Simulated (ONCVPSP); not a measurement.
In (Z = 49): variants of one ONCV potential

Base potential:

indium (In), optimised norm-conserving Vanderbilt (ONCV), made with ONCVPSP 4.0.1 (PBE, fully relativistic). Core [Ar] 3d10, reference 4s2 4p6 4d10 5s2 5p0.5 (charge +0.5). Waves: 4s+5s: rc 1.35 bohr, ncon 3, nbas 7, qcut 7.2 1/bohr, 2 projectors; 4p+5p: rc 1.70 bohr, ncon 4, nbas 7, qcut 7.8 1/bohr, 2 projectors; 4d: rc 1.50 bohr, ncon 4, nbas 8, qcut 11.4 1/bohr, 3 projectors, debl 2.9 Ha. Local part: polynomial inside 1.30 bohr (lpopt 5, dvloc0 2 Ha). Core correction: none.

Open shells are filled in proportion to 2j + 1.

Cutoffs, loose and tight: the cutoffs (Ha) at which the residual kinetic energy of the hardest occupied pseudo-wave falls to 1 and 0.1 mHa per electron. They do not see the model core or the augmentation charge, which bear on the density cutoff. Test errors are all-electron minus pseudo excitation energies from the reference, over the configurations 4s2 4p6 4d10 5s2 5p1; 4s2 4p6 4d10 5s2 5p0; 4s2 4p6 4d10 5s1 5p0; 4s2 4p6 4d10 5s1 5p1. A dash means not determined; rows that change the core or the reference have their own tests.

```tsv
change	outcome	cutoff, loose	cutoff, tight	bound ghosts	GHOST(+) flags above zero	largest test error (meV)
base	generated	40 Ha	47 Ha	none	none	-0.2
s: ncon 5, nbas 9	generated	48 Ha	119 Ha	none	none	+0.2
s: rc 0.92; local potential polynomial inside 0.92 bohr (lpopt 5, dvloc0 2 Ha)	generated	–	–	none	s	+1.0
p: rc 1.32	generated	40 Ha	47 Ha	none	none	+0.1
core correction Teter function, fcfact 4, rcfact 1.65	generated	40 Ha	47 Ha	none	none	-1.1
```

(1) What comes out with this change to the base: core [Kr] 4d10, valence charge 3; reference 5s1.5 5p1.5; waves now 5s: rc 2.00 bohr, ncon 5, nbas 9, qcut 3.3 1/bohr, 2 projectors, debl 3.6 Ha; 5p: rc 2.30 bohr, ncon 4, nbas 8, qcut 2.9 1/bohr, 2 projectors, debl 3.9 Ha; local potential polynomial inside 1.75 bohr (lpopt 5, dvloc0 2 Ha)?

Answers

(1) outcome: generated; cutoff, loose: 5.5 Ha; cutoff, tight: 28 Ha; bound ghosts: none; GHOST(+) flags above zero: s, p3/2, p1/2; largest test error (meV): +107.
